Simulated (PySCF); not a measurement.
**Computed structure and properties of [Gd(PH3)]3+**

System: [Gd(PH3)]3+ (singlet in the valence; each metal's 4f electrons, 7 of them, lie in its core potential, out of spins and levels); start: template (C3v). Method: PySCF 2.14.0, RKS PBE0, Gd lcecp-1-SVP with ECP53, P def2-SVP, H def2-SVP; non-relativistic Hamiltonian with scalar-relativistic core potentials where named; density fitting; no spin-orbit coupling.

Input of the relaxation:

```python
mol = gto.M(atom='''
Gd     0.00000     0.00000    -0.52763
P      0.00000     0.00000     2.38487
H      1.21001    -0.00000     3.12807
H     -0.60500     1.04790     3.12807
H     -0.60501    -1.04789     3.12807''',
    basis={'Gd': 'lcecp-1-SVP', 'P': 'def2-SVP', 'H': 'def2-SVP'},
    ecp={'Gd': 'lcecp-1-SVP'},
    charge=3, spin=0)
mf = dft.RKS(mol, xc='PBE0')
mf.grids.atom_grid = (50, 194)  # f atoms: unpruned, at least (60, 302)
mf = mf.density_fit()  # fitting sets: Gd AutoAux, P def2-universal-JKFIT, H def2-universal-JKFIT
mf.conv_tol = 1e-08; mf.max_cycle = 55
mf.kernel(dm0)  # dm0: converged density of the start geometry
# quasi-Newton relaxation in Cartesian coordinates to a largest gradient under 0.00045 Eh/bohr, steps kept in the point group
```

Run from Python with OMP_NUM_THREADS=2; the lines above give its settings. Where DIIS fails, smearing, a level shift and second-order steps follow.
It took 15 s on 2 threads of Arm Neoverse V2, with other jobs on the host, from the converged density of the start.

Course of the relaxation:

| step | energy above end (eV) | largest force component within the symmetry (eV/Å) |
| --- | --- | --- |
| 0 | 0.2821 | 1.226 |
| 1 | 0.0621 | 0.991 |
| 2 | 0.0085 | 0.391 |
| 3 | 0.0011 | 0.101 |
| 4 | 0.0000 | 0.028 |
| 5 | 0.0000 | 0.022 |

Relaxed geometry (C3v):

```xyz
5

Gd    0.0000    0.0000   -0.4072
P     0.0000    0.0000    2.5203
H     1.3285    0.0000    3.0428
H    -0.6643    1.1505    3.0428
H    -0.6643   -1.1505    3.0428
```

```tsv
contact	Å
Gd1–P2 (PH3)	2.928
```

On the finer grid (75, 302):

- HOMO: -24.16 eV
- LUMO: -19.56 eV
- Dipole about the centre of mass: 2.83 D
- Set of Mulliken populations of Gd1 outside the core potential: s 2.18, p 6.06, d 0.45, f 0.01
- D3(BJ) dispersion energy (not in the energies): -0.122 eV

```json
{"atom": "Gd1", "Mulliken (e)": "2.31", "Löwdin (e)": "2.12", "spin (e)": "0.00"}
{"atom": "P2", "Mulliken (e)": "-0.06", "Löwdin (e)": "0.55", "spin (e)": "0.00"}
{"atom": "H3", "Mulliken (e)": "0.25", "Löwdin (e)": "0.11", "spin (e)": "0.00"}
{"atom": "H4", "Mulliken (e)": "0.25", "Löwdin (e)": "0.11", "spin (e)": "0.00"}
{"atom": "H5", "Mulliken (e)": "0.25", "Löwdin (e)": "0.11", "spin (e)": "0.00"}
```

The 4f levels lie in the core potential and are missing. Their spin isn't counted.

On the grid (50, 194), as all that follows. Harmonic modes: a minimum; lowest 215 cm⁻¹ (negative: unstable), highest 2425 cm⁻¹, zero-point energy 0.697 eV.

Taking off one PH3 (charge 0, singlet; the rest: singlet) in vacuum, both parts rigid, costs 5.60 eV; the small basis without counterpoise inflates it. Parting with an electron moved from the ligand to the metal can be far cheaper, even downhill.

Rigid scan of PH3 along the line from its metal:

(distance to P2 (Å), energy (eV)): (2.63, 0.299), (2.73, 0.117), (2.83, 0.025), (2.93, 0.000), (3.03, 0.023), (3.13, 0.081), (3.33, 0.258)

One start shape was tried, so this needn't be the lowest isomer.

An lcecp potential fixes the number of 4f electrons, so in runs with it no electron can move into or out of that shell.
